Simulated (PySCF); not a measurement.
ScF₃, SMILES [F][Sc]([F])[F]. Atoms are numbered in the order given.

```xyz
4

Sc     0.0000     0.0000     0.0000
F     -1.8278     0.0000     0.0000
F      0.9139     1.5830     0.0000
F      0.9139    -1.5830     0.0000
```
Charge 0, spin multiplicity 1.

The structure is a stationary point at r2SCAN-D4/def2-SVP. The isomer is the one that the SMILES or the coordinates give; other isomers of the formula were not compared.

All values below come from B3LYP/pcSseg-2 run with PySCF.

GIAO shieldings, no solvent; atoms alike by connectivity are averaged. δ = σ(ref) − σ: ¹⁹F against CFCl3 (σ = 159.6 ppm), references at their B3LYP-D3(BJ)/def2-TZVP geometries, non-relativistic.

Computed chemical shifts:
```csv
nucleus,atoms,count,δ (ppm)
¹⁹F,"F2, F3, F4",3,197.7
```
